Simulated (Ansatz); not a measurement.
Consider the substitution at a C–Si bond: `C[Si@H]1O[C@@H]1N` + `N=C=C=O` → `CN=C=C=O` + `NC1O[SiH2]1`.

Program: Ansatz. Geometries: PBE0-D4/def2-TZVP. ΔE: electronic, gas phase. CBS: MP2 limit from def2 TZ/QZ plus the TZ coupled-cluster correction, frozen cores. Functionals use def2-TZVPP. B3LYP here is the variant with VWN-RPA as its local correlation; programs differ in this. HSE06 is defined as in plane-wave codes. Each species was taken in one conformer, which may not be the lowest.

```csv
level,ΔE (kJ/mol),difference from CCSD(T)/CBS
r2SCAN-D4,62.5,-3.6
B97M-V,65.1,-1.0
B3LYP-D4,59.0,-7.1
r2SCANh-D4,63.2,-2.9
CAM-B3LYP-D4,59.7,-6.4
HSE06,60.0,-6.1
CCSD(T)/def2-SVP,52.6,-13.5
MP2/def2-TZVPP,63.8,-2.3
CCSD(T)/def2-TZVPP,65.3,-0.8
MP2/CBS(def2),64.5,-1.6
CCSD(T)/CBS,66.1,0
```

Task: What do rigid-rotor, harmonic-oscillator terms from PBE0-D4/def2-TZVP frequencies (298.15 K, 1 bar) make of the CCSD(T)/CBS value? (Best estimate.)

Result: The calculation gave: ΔZPE = -1.1 kJ/mol, ΔH = +63.6 kJ/mol, ΔS = -4 J/(mol·K), ΔG = +64.8 kJ/mol.

Largest T1 diagnostic among the species: 0.019.

From PBE to PBE0 (25 % exact exchange), in def2-TZVPP and without D4, ΔE moves by +3.2 kJ/mol. Leaving LDA and LC-ωPBE aside and taking each functional with its dispersion term where it has one, the values, not all of them listed here, spread over 10.5 kJ/mol, from BLYP-D4 to ωB97M-V. LDA lies −4.4 kJ/mol from PBE without D4. At CCSD(T), def2-SVP lies −13.5 kJ/mol from the extrapolated value and def2-TZVPP −0.8 kJ/mol.
